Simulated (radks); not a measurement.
All-electron atom: Zr18+ in [Ar] 3d4 (the NIST ground configuration).

All-electron calculation, Dirac Kohn-Sham, PBE, spin-unpolarised, spherical densities, point nucleus; open shells are shared between the two j in proportion to 2j + 1. Program: a radial shooting solver on a logarithmic mesh with Libxc functionals.

Energy parts (eV):
total: -93327.568
kinetic: 96620.792
electron-nucleus: -211760.614
Hartree: 24369.882
exchange-correlation: -2557.628

Orbitals (lengths in bohr, moments of r in powers of bohr; r(90%) holds 90 % of the orbital's charge):
| orbital | occ. | eigenvalue (eV) | <r^4> | <1/r> | r(90%) | <r^2> | small-component weight |
|---|---|---|---|---|---|---|---|
| 1s1/2 | 2 | -18433.53 | 8.874e-06 | 41.26 | 0.0664 | 0.001853 | 2.12e-02 |
| 2s1/2 | 2 | -3079.504 | 0.001632 | 9.378 | 0.250 | 0.03082 | 4.34e-03 |
| 2p1/2 | 2 | -2873.410 | 0.001091 | 9.341 | 0.226 | 0.02337 | 4.33e-03 |
| 2p3/2 | 4 | -2787.052 | 0.001206 | 8.940 | 0.231 | 0.02472 | 4.20e-03 |
| 3s1/2 | 2 | -933.4337 | 0.06534 | 3.417 | 0.626 | 0.2089 | 1.31e-03 |
| 3p1/2 | 2 | -857.9763 | 0.06347 | 3.339 | 0.624 | 0.2016 | 1.27e-03 |
| 3p3/2 | 4 | -841.3467 | 0.06809 | 3.244 | 0.635 | 0.2091 | 1.24e-03 |
| 3d3/2 | 1.6 | -715.6652 | 0.05482 | 3.102 | 0.604 | 0.1766 | 1.15e-03 |
| 3d5/2 | 2.4 | -712.2693 | 0.05596 | 3.078 | 0.607 | 0.1787 | 1.14e-03 |

The highest occupied level is 3d5/2 at -712.27 eV. For comparison, the ionisation energy in NIST's Atomic Spectra Database is 745 eV (theoretical). In exact Kohn-Sham theory the highest level is minus the ionisation energy, but local and semilocal functionals leave it too shallow, through self-interaction and a potential that decays too fast; potentials with the right tail come closer.

Beside tabulated values, note that spin-unpolarised runs miss the spin-polarisation part of the exchange energy of open shells.
